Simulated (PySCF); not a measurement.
**ORD: SMILES C[C@H]1CC[P@]1(C)=O, C5H11OP**

Geometry:
| atom | x (Å) | y (Å) | z (Å) |
| --- | --- | --- | --- |
| C1 | -1.096 | 1.612 | 0.542 |
| C2 | -0.763 | 0.145 | 0.716 |
| C3 | -1.198 | -0.816 | -0.410 |
| C4 | 0.013 | -1.767 | -0.364 |
| P5 | 0.986 | -0.482 | 0.557 |
| C6 | 1.887 | 0.540 | -0.666 |
| O7 | 1.776 | -0.835 | 1.741 |
| H8 | -0.749 | 1.980 | -0.421 |
| H9 | -0.624 | 2.201 | 1.327 |
| H10 | -2.173 | 1.765 | 0.599 |
| H11 | -1.135 | -0.211 | 1.683 |
| H12 | -2.158 | -1.303 | -0.243 |
| H13 | -1.241 | -0.288 | -1.363 |
| H14 | -0.160 | -2.625 | 0.284 |
| H15 | 0.375 | -2.119 | -1.328 |
| H16 | 2.163 | 1.476 | -0.184 |
| H17 | 2.795 | 0.000 | -0.929 |
| H18 | 1.294 | 0.733 | -1.554 |

Level of theory: PySCF 2.14.0, TDDFT PBE0/def2-SVPD circular dichroism and optical rotation, one conformer, gas phase. Geometry: GFN2-xTB.

States above about 7.4 eV (minus the energy of the highest occupied orbital) lie near or above the ionisation threshold and depend on the basis.

Stereocentres: C2 S, P5 S.

(1) Give the optical rotatory dispersion at 633, 589.3, 546, 436, 405, 365, 355 nm.

(2) And for the mirror image at 589.3 nm?

(3) What is the molar rotation [Φ] = [α]·M/100 of the geometry above at 589.3 nm?

Answers

(1) [α] in deg dm⁻¹ (g/mL)⁻¹:
| λ (nm) | origin-invariant length gauge | modified velocity gauge | length gauge (centre of mass) | isotropic polarisability (au) |
| --- | --- | --- | --- | --- |
| 633 | -42.6 | -40.2 | -43.1 | 84.7 |
| 589.3 | -50.3 | -47.4 | -50.8 | 85.0 |
| 546 | -60.2 | -56.8 | -60.8 | 85.3 |
| 436 | -105.9 | -100.4 | -106.8 | 86.7 |
| 405 | -129.3 | -122.9 | -130.4 | 87.4 |
| 365 | -174.7 | -166.6 | -176.0 | 88.5 |
| 355 | -190.1 | -181.6 | -191.5 | 88.9 |

(2) +50.3 deg dm⁻¹ (g/mL)⁻¹ (origin-invariant length gauge): the same size and the opposite sign.

(3) With M = 118.12 g/mol, -59.4 deg cm² dmol⁻¹ (origin-invariant length gauge).

The first excitation lies at 6.86 eV (181 nm) with R = -5.4 × 10⁻⁴⁰ esu² cm² (velocity form).
